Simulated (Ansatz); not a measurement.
Results of the Gaussian-basis code of Ansatz.

`F[SiH2][O][GeH3]`. Charge 0, multiplicity 1. The geometry is a stationary point of PBE0-D4/def2-TZVP. It is one conformer, not always the lowest.

```xyz
9

F    -1.356    1.602    1.113
Si    0.169    1.122    1.058
O     0.261   -0.391    0.505
Ge   -0.096   -1.226   -1.029
H     0.696    1.152    2.438
H     0.865    2.070    0.154
H     0.078   -0.216   -2.175
H    -1.537   -1.744   -0.947
H     0.920   -2.369   -1.118
```

Question: What is the dipole moment at r2SCAN/def2-TZVPP? (An estimate is asked.)

Answer: The calculation gave: 1.87 D, with components (0.75, -1.05, -1.35) D in this frame, pointing from negative to positive charge.

Question: And with PBE, B3LYP, ωB97M-V? (Best estimate.)

Answer: The calculation gave: PBE 1.83 D, B3LYP 1.90 D, ωB97M-V 1.93 D.

Question: Give the Mulliken charges with r2SCAN, PBE, B3LYP in def2-TZVPP. (Estimate.)

Answer: The calculation gave: 
```
atom  r2SCAN    PBE  B3LYP
  F1   -0.33  -0.29  -0.33
 Si2    0.70   0.59   0.68
  O3   -0.49  -0.39  -0.46
 Ge4    0.34   0.29   0.32
  H5   -0.09  -0.08  -0.09
  H6   -0.10  -0.10  -0.10
  H7   -0.01  -0.01   0.00
  H8   -0.01   0.00   0.00
  H9   -0.01   0.00   0.00
```

B3LYP here is the variant with VWN-RPA as its local correlation; programs differ in this.
